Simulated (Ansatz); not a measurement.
C₂H₄BCl₂N (`CB(Cl)/N=C\Cl`). The species carries charge 0 and has multiplicity 1. The geometry is a stationary point of PBE0-D4/def2-TZVP. It is one conformer, not always the lowest.

```xyz
10

C    -1.186    1.103   -0.247
B    -0.592   -0.183    0.407
Cl   -1.663   -1.375    1.167
N     0.772   -0.426    0.490
C     1.855   -0.860    0.115
Cl    2.097   -1.764   -1.367
H    -1.896    0.820   -1.030
H    -0.425    1.753   -0.680
H    -1.756    1.673    0.493
H     2.794   -0.740    0.651
```

(1) What is the dipole moment at r2SCAN/def2-TZVPP? (Best estimate.)

(2) And with PBE, B3LYP, ωB97M-V? (Best estimate.)

(3) Give the Mulliken charges with r2SCAN, PBE, B3LYP in def2-TZVPP. (Best estimate.)

Answers

(1) The calculation gave: 1.87 D, with components (1.36, 1.27, -0.16) D in this frame, pointing from negative to positive charge.

(2) Ansatz gave: PBE 1.78 D, B3LYP 1.87 D, ωB97M-V 1.92 D.

(3) The calculation gave: 
| atom | r2SCAN | PBE | B3LYP |
| --- | --- | --- | --- |
| C1 | -0.24 | -0.34 | -0.31 |
| B2 | 0.14 | 0.06 | 0.10 |
| Cl3 | -0.18 | -0.16 | -0.18 |
| N4 | -0.04 | 0.05 | 0.01 |
| C5 | 0.07 | -0.01 | 0.01 |
| Cl6 | -0.09 | -0.07 | -0.08 |
| H7 | 0.08 | 0.12 | 0.11 |
| H8 | 0.07 | 0.10 | 0.10 |
| H9 | 0.08 | 0.12 | 0.11 |
| H10 | 0.12 | 0.13 | 0.14 |

B3LYP here is the variant with VWN-RPA as its local correlation; programs differ in this.
